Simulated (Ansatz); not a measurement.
Geometry optimisation of the cluster SrSe2⁻.

```yaml
crystal:
  periodic: [false, false, false]
  atoms:
    - {symbol: Sr, position_ang: [0.007360, -0.015550, -0.006190]}
    - {symbol: Se, position_ang: [-2.556920, -0.916000, -0.242680]}
    - {symbol: Se, position_ang: [2.549560, 0.931550, 0.248870]}
basis:
  gaussian: {orbitals: def2-TZVPD}
total_charge: -1
magnetization: {spin_polarized: true, initial_magnetization: 1}
hamiltonian: {xc: pbe, dispersion: d4}
scf: {lower_state_search: "off"}
output: {orbitals: {seedname: orbitals}}
relax: {f_tol: 0.02, max_steps: 100}
```

```sh
$ ansatz run in.yaml --threads 4 --pin off --events-out ev --progress --plain --max-ram 3916MiB
```

Output, abridged:

```
Functional definition: PBE
mean field -131519.26305882 eV, -4833.2437704535 hartree, gradient 4.0e-6 eV, S^2 0.753685; 0 other end points of the search recorded, 0 dependent functions left out
relax step   1: F+E_penalty+E_count = -131519.32573569 eV  Δ(F+E_penalty+E_count) = +0.000e0 eV  max|allowed force component| = 7.893e-2 eV/Å  Δτ_max = 0.0000 Å  (18 SCF iters, accepted)
mean field -131519.26405181 eV, -4833.2438069450 hartree, gradient 1.5e-6 eV, S^2 0.753756; 0 other end points of the search recorded, 0 dependent functions left out
relax step   2: F+E_penalty+E_count = -131519.32653908 eV  Δ(F+E_penalty+E_count) = -8.034e-4 eV  max|allowed force component| = 5.035e-3 eV/Å  Δτ_max = 0.0114 Å  (28 SCF iters, accepted)
Total energy: -131519.32658161 eV, -4833.2461048728 hartree
Atom 0 at     0.005039    -0.012310    -0.004868 Å, force    -0.004072     0.005035     0.002073 eV/Å
Atom 1 at    -2.565771    -0.921246    -0.244306 Å, force     0.004835    -0.001512    -0.000770 eV/Å
Atom 2 at     2.560732     0.933556     0.249174 Å, force    -0.000763    -0.003523    -0.001303 eV/Å
Dipole moment:     0.008942    -0.021835    -0.008635 e Å
Checks for a lower state left out: stability, starts, cluster_reference, orbital_swaps, neighbouring_geometries, increment
```

It took 3.3 s on 4 threads of Arm Neoverse V2 on a shared host.

In the def2 sets Sr takes a core potential; there is no spin–orbit coupling. The relaxation made no stability test and no search for a lower SCF solution. The structure comes from a short search, and lower isomers may exist.
